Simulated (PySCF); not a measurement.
## SiHOF3

SiHOF3 is a small molecule, neutral, singlet. The structure, one conformer, was relaxed in the gas phase by PBE0-D3(BJ)/def2-SVP. No frequency run checks that it is a minimum.

SMILES: O[Si](F)(F)F

```xyz
6

Si   -0.289    0.084    0.178
F    -1.204   -1.185   -0.142
F    -1.205    1.382    0.202
F     0.315   -0.145    1.638
O     0.863    0.307   -0.937
H     1.520   -0.378   -1.087
```
(Å; atoms numbered from 1)

Shieldings: GIAO PBE0/pcSseg-2. Shifts are against computed references at the same level: H TMS (σ 31.24 ppm), Si TMS (σ 341.3 ppm). Core levels by delta-SCF with SCAN, pcX-2 on the ionised atom and pcseg-1 elsewhere, spin-free X2C (2p3/2 is the spin-free 2p value less a third of a first-order spin-orbit splitting); from the vacuum level, for chosen atoms.

(1) Give the NMR and core-level values of the distinct atoms.

(2) By CAM-B3LYP/def2-SVPD (TDDFT singlets, Tamm-Dancoff triplets, ionisation by delta-SCF), where does absorption start, and what does vertical ionisation take?

Results:

(1) 
```json
{"atoms": "Si1", "bonded to": "3 F + 1 O", "σ (ppm)": "438.4", "δ (ppm)": "-97.1", "core level (eV)": "2p3/2 111.05"}
{"atoms": "F2 F4", "bonded to": "1 Si", "σ (ppm)": "334.0", "δ (ppm)": "-", "core level (eV)": "1s 693.79"}
{"atoms": "F3", "bonded to": "1 Si", "σ (ppm)": "346.1", "δ (ppm)": "-", "core level (eV)": "1s 693.90"}
{"atoms": "O5", "bonded to": "1 Si + 1 H", "σ (ppm)": "292.9", "δ (ppm)": "-", "core level (eV)": "1s 540.41"}
{"atoms": "H6", "bonded to": "1 O", "σ (ppm)": "28.88", "δ (ppm)": "2.37", "core level (eV)": "-"}
```

Values are those of this one static structure; atoms that internal rotation interchanges would show their mean in an NMR spectrum.

(2) The lowest singlet lies at 8.75 eV (f 0.035), the strongest of the first 6 at 9.61 eV (f 0.059), the lowest triplet at 8.28 eV; vertical ionisation takes 13.98 eV.

The 3 runs behind this took 40 s in all, one thread each of Intel Xeon 6975P-C on a shared host, launched as `OMP_NUM_THREADS=1 python cluster_run.py task.json out`.
